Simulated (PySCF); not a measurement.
## N²⁺: ionisation energy

N²⁺ [He] 2s2 2p1 (2P) → N³⁺ [He] 2s2 (1S), as a difference of total energies. All numbers are calculated (PySCF 2.14, scalar relativity by spin-free X2C-1e, in aug-cc-pVQZ-DK (6s5p4d3f2g, 80 functions)). Correlated levels: valence: 1s2 frozen. The calculations carry no spin-orbit coupling.

```csv
method,ionisation energy (eV),plus first-order spin-orbit estimate,difference from reference of that sum (eV)
UHF,47.292,47.306,-0.139
LDA,47.859,47.873,+0.428
PBE,48.014,48.029,+0.584
PBE0,47.998,48.013,+0.568
r2SCAN,48.219,48.233,+0.788
r2SCANh,48.202,48.217,+0.772
B3LYP,48.285,48.299,+0.854
TPSS,48.220,48.234,+0.789
PW91,48.148,48.162,+0.717
MP2 (valence),47.519,47.533,+0.088
SCS-MP2 (valence),47.469,47.483,+0.038
```

Reference: 47.445 eV (semi-empirical (NIST evaluation); NIST Atomic Spectra Database, ionization energies).

A first-order spin-orbit estimate (lowest level to lowest level, LS coupling) adds 0.014 eV.

Errors of the correlated levels include the incompleteness of this basis and the frozen core.
